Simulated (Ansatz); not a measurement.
Reaction (ligand exchange at a B–C bond): `CC(Br)BS` + CH₃NH₂ → `CNBS` + `CCBr`

Computed with Ansatz on PBE0-D4/def2-TZVP structures; ΔE is electronic, products minus reactants. CCSD(T)/CBS is the MP2 limit (def2-TZVPP, def2-QZVPP) plus CCSD(T) − MP2 in def2-TZVPP, frozen cores. DFT in def2-TZVPP. For Br outer-core shells are correlated without core-valence functions, which leaves a few kJ/mol of doubt a bond. Scalar relativity is left out up to krypton. Each species was taken in one conformer, which may not be the lowest.

(1) Is it downhill or uphill in electronic energy at CCSD(T)/CBS, and by how much? (An estimate is asked.)

(2) What do these levels give: B2PLYP, SCS-MP2/def2-TZVPP, HF/def2-QZVPP, MP2/def2-QZVPP, SCS-MP2/def2-QZVPP, MP2/CBS(def2)? (Estimate.)

Largest T1 diagnostic among the species: 0.012.

Results:

(1) Ansatz gave: Downhill: ΔE = -27.6 kcal/mol.

(2) Computed: B2PLYP -29.6, SCS-MP2/def2-TZVPP -28.4, HF/def2-QZVPP -32.3, MP2/def2-QZVPP -27.5, SCS-MP2/def2-QZVPP -28.4, MP2/CBS(def2) -27.4 kcal/mol.

The D4 term adds +2.1 kcal/mol with B3LYP and +1.1 kcal/mol with PBE0; it sums over pairs of atoms, weighted by their polarisabilities, and B3LYP, whose exchange is more repulsive, gets the larger term. In def2-TZVPP, CCSD(T) changes the Hartree–Fock value by +4.5 kcal/mol (the triples alone add +0.8 kcal/mol) and MP2 by +4.6 kcal/mol.

B3LYP here is the variant with VWN-RPA as its local correlation; programs differ in this.
